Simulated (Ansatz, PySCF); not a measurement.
Gas-phase reaction in SMILES: [GaH2] (GaH2) → [GaH2] (GaH2) as singlet, charge +1 + e-
Geometries: B3LYP-D3(BJ)/def2-TZVP minima from Ansatz (a program for electronic structure). A spin state is the lowest found, not a proven ground state.

Quantity: adiabatic ionisation energy (electronic energy difference), in eV. Valence correlation only, unless marked. Open shells are spin-unrestricted. Spin-orbit coupling is left out. Frozen are the shells of the preceding noble gas and the d and f shells that filled before the atom's block. No relativistic terms. CBS(X,Y): correlation extrapolated as X^-3; Hartree-Fock from the larger set (for Q and 5 zeta extrapolated as (X+1)exp(-9√X)).

```
level                               program  adiabatic ionisation energy (eV)
----------------------------  -------------  --------------------------------
PBE/def2-TZVPD                       Ansatz                              6.98
TPSS-D3(BJ)/def2-TZVPD        PySCF + dftd3                              6.99
r2SCAN/def2-TZVPD                    Ansatz                                 …
PBE0/6-31G*                          Ansatz                              7.06
PBE0/def2-TZVPD                      Ansatz                              6.99
SCS-MP2/aug-cc-pVTZ                  Ansatz                              6.75
CCSD/def2-TZVPP                      Ansatz                                 …
CCSD(T)/CBS(cc-pVQZ,cc-pV5Z)         Ansatz                                 …
```

### Question
Some entries are withheld; supply them.

### Answer

- r2SCAN/def2-TZVPD, adiabatic ionisation energy (eV): 7.11
- CCSD/def2-TZVPP, adiabatic ionisation energy (eV): 6.83
- CCSD(T)/CBS(cc-pVQZ,cc-pV5Z), adiabatic ionisation energy (eV): 6.89
